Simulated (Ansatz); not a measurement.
[FeNF4]- (FeNF₄⁻). Total charge -1; triplet. Geometry B3LYP-D4/def2-SVPD; atoms count from 1.

Cartesian coordinates in Å:
```
Fe -0.042 -0.049 -0.011
N 1.003 1.149 0.255
F 0.623 -1.367 0.980
F 0.798 -0.767 -1.443
F -1.206 0.698 -1.129
F -1.176 0.335 1.347
```

The charge -1 triplet is spin-contaminated (final ⟨S²⟩ up to 2.63, 2.00 for a pure state). At PBE0-D4/def2-TZVPD a broken-symmetry singlet of charge -1 lies 0.19 eV below the triplet, each at its own geometry.

Estimate the Mulliken populations from the PBE0/def2-TZVPD orbitals of Ansatz.


| atom | charge (e) | spin (α − β) | d electrons |
| --- | --- | --- | --- |
| Fe1 | 0.87 | 2.27 | 5.97 |
| N2 | 0.06 | -0.31 | – |
| F3 | -0.48 | 0.03 | – |
| F4 | -0.48 | 0.00 | – |
| F5 | -0.48 | 0.03 | – |
| F6 | -0.48 | 0.00 | – |
Mulliken values depend strongly on the basis. With diffuse functions, as here, like atoms can get unlike values, and bond orders can come out too low or too high.

Where does the spin sit?

Summed by element: Fe 2.27, N -0.31, F 0.05, of 2 unpaired in all. Largest on single atoms: Fe1 2.27, N2 -0.31, F3 0.03.

And the Mayer bond orders between heavy atoms (over 0.3)?

Fe1–N2 1.88 (1.61 Å); Fe1–F3 0.67 (1.78 Å); Fe1–F4 0.69 (1.81 Å); Fe1–F5 0.67 (1.78 Å); Fe1–F6 0.69 (1.81 Å).
